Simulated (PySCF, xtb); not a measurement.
Relaxing a trial structure of GaH2NSn

The starting geometry of this gas-phase singlet was built from a drawn formula by distance geometry; its bonds are those of `[N]1=[SnH][GaH]1`.

```csv
atom,x (Å),y (Å),z (Å)
Ga,-2.2132,-1.2895,2.4589
N,-3.3094,-2.8043,2.8837
Sn,-3.3138,-3.1395,1.0510
H,-4.0202,-4.2647,-0.0912
H,-0.8144,-0.8629,3.2031
```

Problem. Predict what it relaxes into with r2SCAN-D4/def2-SVP.

Solution. A bond breaks, giving a structure given below by its coordinates. Distances that change by over a tenth: Ga1–N2 (1.92 → 1.69 Å). Contacts that open: Ga1–Sn3 (2.57 → 3.56 Å).

The energy falls by 2.02 eV over 21 steps:

| step | E − E(last) (eV) |
| --- | --- |
| 1 | 2.017 |
| 3 | 1.115 |
| 5 | 0.519 |
| 8 | 0.279 |
| 10 | 0.205 |
| 12 | 0.025 |
| 14 | 0.005 |
| 17 | 0.000 |
| 19 | 0.000 |
| 21 | 0.000 |

Final geometry (Å):

```xyz
5

Ga   -1.8316   -1.3749    2.8769
N    -2.8285   -2.4376    2.0167
Sn   -2.9893   -3.5512    0.3114
H    -4.6144   -4.1799    0.7649
H    -1.1718   -0.4156    3.8604
```

From the same start GFN2-xTB reaches the same bonding as this run.

The end wasn't checked by frequencies. Atoms past krypton carry core potentials, without spin–orbit terms. Run with PySCF 2.14.0, 3.8 min on 2 threads of Intel(R) Xeon(R) Platinum 8259CL CPU @ 2.50GHz (Skylake/Cascade Lake) (shared host).
